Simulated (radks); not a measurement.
Results of a calculation; reference values are marked as such.
Dy11+, 55 electrons, occupied as [Kr] 4d10 4f7 5s2.

Level of theory: Dirac Kohn-Sham, PBE, spin-unpolarised, spherical densities, point nucleus; open shells are shared between the two j in proportion to 2j + 1 (a radial shooting solver on a logarithmic mesh with Libxc functionals).

Energy parts (hartree):
part                       energy
total                 -12132.6297
kinetic                13314.5423
electron-nucleus      -29510.1986
Hartree                 4320.3827
exchange-correlation    -257.3562

Orbitals (lengths in bohr, moments of r in powers of bohr):
[
 {"orbital": "1s1/2", "occ.": "2", "eigenvalue (hartree)": "-1977.401", "<r^4>": "9.912e-07", "<r>": "0.02111", "<1/r>": "74.59", "small-component weight": "6.08e-02"},
 {"orbital": "2s1/2", "occ.": "2", "eigenvalue (hartree)": "-335.3255", "<r^4>": "0.0001552", "<r>": "0.08921", "<1/r>": "17.87", "small-component weight": "1.35e-02"},
 {"orbital": "2p1/2", "occ.": "2", "eigenvalue (hartree)": "-319.2573", "<r^4>": "0.00009554", "<r>": "0.07437", "<1/r>": "17.84", "small-component weight": "1.35e-02"},
 {"orbital": "2p3/2", "occ.": "4", "eigenvalue (hartree)": "-289.8442", "<r^4>": "0.0001279", "<r>": "0.08143", "<1/r>": "15.62", "small-component weight": "1.25e-02"},
 {"orbital": "3s1/2", "occ.": "2", "eigenvalue (hartree)": "-80.43188", "<r^4>": "0.005949", "<r>": "0.2340", "<1/r>": "6.528", "small-component weight": "4.31e-03"},
 {"orbital": "3p1/2", "occ.": "2", "eigenvalue (hartree)": "-73.42846", "<r^4>": "0.005374", "<r>": "0.2237", "<1/r>": "6.442", "small-component weight": "4.25e-03"},
 {"orbital": "3p3/2", "occ.": "4", "eigenvalue (hartree)": "-67.31758", "<r^4>": "0.006677", "<r>": "0.2371", "<1/r>": "5.878", "small-component weight": "3.96e-03"},
 {"orbital": "3d3/2", "occ.": "4", "eigenvalue (hartree)": "-55.29236", "<r^4>": "0.004759", "<r>": "0.2096", "<1/r>": "5.759", "small-component weight": "3.84e-03"},
 {"orbital": "3d5/2", "occ.": "6", "eigenvalue (hartree)": "-53.95807", "<r^4>": "0.005089", "<r>": "0.2137", "<1/r>": "5.620", "small-component weight": "3.76e-03"},
 {"orbital": "4s1/2", "occ.": "2", "eigenvalue (hartree)": "-21.73672", "<r^4>": "0.1416", "<r>": "0.5266", "<1/r>": "2.746", "small-component weight": "1.40e-03"},
 {"orbital": "4p1/2", "occ.": "2", "eigenvalue (hartree)": "-18.96306", "<r^4>": "0.1581", "<r>": "0.5359", "<1/r>": "2.641", "small-component weight": "1.32e-03"},
 {"orbital": "4p3/2", "occ.": "4", "eigenvalue (hartree)": "-17.57139", "<r^4>": "0.1944", "<r>": "0.5649", "<1/r>": "2.451", "small-component weight": "1.22e-03"},
 {"orbital": "4d3/2", "occ.": "4", "eigenvalue (hartree)": "-12.98813", "<r^4>": "0.2561", "<r>": "0.5901", "<1/r>": "2.248", "small-component weight": "1.05e-03"},
 {"orbital": "4d5/2", "occ.": "6", "eigenvalue (hartree)": "-12.73021", "<r^4>": "0.2725", "<r>": "0.5998", "<1/r>": "2.202", "small-component weight": "1.03e-03"},
 {"orbital": "5s1/2", "occ.": "2", "eigenvalue (hartree)": "-8.03072", "<r^4>": "2.802", "<r>": "1.131", "<1/r>": "1.202", "small-component weight": "4.06e-04"},
 {"orbital": "4f5/2", "occ.": "3", "eigenvalue (hartree)": "-7.15523", "<r^4>": "0.5746", "<r>": "0.6750", "<1/r>": "1.817", "small-component weight": "7.25e-04"},
 {"orbital": "4f7/2", "occ.": "4", "eigenvalue (hartree)": "-7.11168", "<r^4>": "0.5908", "<r>": "0.6802", "<1/r>": "1.802", "small-component weight": "7.16e-04"},
 {"orbital": "5p1/2", "occ.": "0", "eigenvalue (hartree)": "-7.09264", "<r^4>": "3.569", "<r>": "1.198", "<1/r>": "1.125", "small-component weight": "3.67e-04"},
 {"orbital": "5p3/2", "occ.": "0", "eigenvalue (hartree)": "-6.78568", "<r^4>": "4.196", "<r>": "1.249", "<1/r>": "1.068", "small-component weight": "3.45e-04"},
 {"orbital": "6s1/2", "occ.": "0", "eigenvalue (hartree)": "-4.23280", "<r^4>": "27.61", "<r>": "2.025", "<1/r>": "0.6722", "small-component weight": "1.84e-04"}
]

The highest occupied level is 4f7/2 at -193.52 eV. The density falls to 0.001 e/bohr^3 at r = 2.23 bohr. Summed over all electrons, <r^2> = 14.64 bohr^2, which gives a Langevin (diamagnetic) susceptibility term of -11.6 x 10^-6 cm^3/mol. For comparison, the ionisation energy in NIST's Atomic Spectra Database is 224 eV (theoretical). In exact Kohn-Sham theory the highest level is minus the ionisation energy, but local and semilocal functionals leave it too shallow, through self-interaction and a potential that decays too fast; potentials with the right tail come closer.

Beside tabulated values, note that spin-unpolarised runs miss the spin-polarisation part of the exchange energy of open shells.
